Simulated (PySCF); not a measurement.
Electron correlation in V (vanadium, neutral)

[Ar] 3d3 4s1 4p1, one real determinant (an excited configuration). Calculation: PySCF 2.14, in aug-cc-pVDZ; no relativity, point nucleus. Frozen: [Ar]; 5 electrons correlated.

```
  level  correlation energy (mhartree)
   CCSD                         -33.04
    (T)                          -0.63
CCSD(T)                         -33.67
```

Diagnostics: T1 = 0.015, D1 = 0.0392, largest double amplitude 0.042.

**Question.** Is a single reference adequate?

**Answer.** Yes: T1 lies below 0.03 and no double amplitude reaches 0.07.

The reference is one real determinant that mixes LS terms of this configuration.
